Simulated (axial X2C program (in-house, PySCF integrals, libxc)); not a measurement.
**Bond lengths and stretching modes, held linear, of HfCO⁺**

Calculated with an in-house all-electron X2C program for linear molecules (integrals from PySCF): two-component X2C with atomic mean-field Coulomb and Gaunt terms, Gaussian nuclei, basis Hf dyall-v3z, C dyall-v3z, O dyall-av3z with contracted cores. Spin-free rows use the one-electron spin-free X2C Hamiltonian.

Masses Hf 179.947, C 12.000, O 15.995 u. States: 2c Ω = 3/2 (beyond evenly filled blocks: ω = 3/2); spin-free M_S = 3/2, Λ = 0 (beyond evenly filled blocks: σα, π+α, π-α).

PBE0, 2c: energies above the lowest point

```json
{"r(Hf–C) (Å)": "2.0231", "r(C–O) (Å)": "1.1095", "E (meV)": "77.29"}
{"r(Hf–C) (Å)": "2.0231", "r(C–O) (Å)": "1.1380", "E (meV)": "23.30"}
{"r(Hf–C) (Å)": "2.0231", "r(C–O) (Å)": "1.1664", "E (meV)": "60.88"}
{"r(Hf–C) (Å)": "2.0750", "r(C–O) (Å)": "1.1095", "E (meV)": "43.97"}
{"r(Hf–C) (Å)": "2.0750", "r(C–O) (Å)": "1.1380", "E (meV)": "0.00"}
{"r(Hf–C) (Å)": "2.0750", "r(C–O) (Å)": "1.1664", "E (meV)": "47.53"}
{"r(Hf–C) (Å)": "2.0750", "r(C–O) (Å)": "1.1949", "E (meV)": "169.87"}
{"r(Hf–C) (Å)": "2.1269", "r(C–O) (Å)": "1.1095", "E (meV)": "48.63"}
{"r(Hf–C) (Å)": "2.1269", "r(C–O) (Å)": "1.1380", "E (meV)": "13.77"}
{"r(Hf–C) (Å)": "2.1269", "r(C–O) (Å)": "1.1664", "E (meV)": "70.34"}
{"r(Hf–C) (Å)": "2.1788", "r(C–O) (Å)": "1.1380", "E (meV)": "55.49"}
{"r(Hf–C) (Å)": "2.1788", "r(C–O) (Å)": "1.1949", "E (meV)": "259.80"}
```

Fit a quadratic surface with cubic terms in each bond: where is the minimum, and what are the two stretching wavenumbers?

At PBE0, 2c: bonds 2.080 and 1.136 Å; harmonic stretches 385.9 and 2099.7 cm⁻¹; force constants 2.13, 18.2 and coupling 0.98 mdyn/Å.

The other levels and Hamiltonians give:

```json
{"Hamiltonian": "2c", "level": "HF", "r(Hf–C) (Å)": "2.161", "r(C–O) (Å)": "1.101", "lower stretch (cm⁻¹)": "282.1", "upper stretch (cm⁻¹)": "2272.8"}
{"Hamiltonian": "2c", "level": "TPSSh", "r(Hf–C) (Å)": "2.085", "r(C–O) (Å)": "1.144", "lower stretch (cm⁻¹)": "384.4", "upper stretch (cm⁻¹)": "2040.2"}
{"Hamiltonian": "2c", "level": "MP2", "r(Hf–C) (Å)": "2.133", "r(C–O) (Å)": "1.139", "lower stretch (cm⁻¹)": "322.9", "upper stretch (cm⁻¹)": "2195.4"}
{"Hamiltonian": "spin-free", "level": "PBE0", "r(Hf–C) (Å)": "2.081", "r(C–O) (Å)": "1.137", "lower stretch (cm⁻¹)": "388.1", "upper stretch (cm⁻¹)": "2098.5"}
{"Hamiltonian": "spin-free", "level": "TPSSh", "r(Hf–C) (Å)": "2.085", "r(C–O) (Å)": "1.145", "lower stretch (cm⁻¹)": "386.2", "upper stretch (cm⁻¹)": "2038.8"}
```

Each state is one determinant, the lowest of a limited PBE0 search; the stretches come from a fit to these few points and carry an uncertainty of a few per cent. Other orders of the atoms were not compared. Left out for rough or failed fits: HF spin-free, MP2 spin-free. The levels spread by more than a fifth, so the stretches depend strongly on the method. MP2 freezes inner shells (threshold -2 hartree). The molecule was held linear; bending was not examined, so a bent shape may lie lower. Note: several unpaired electrons, one determinant need not be a pure state.
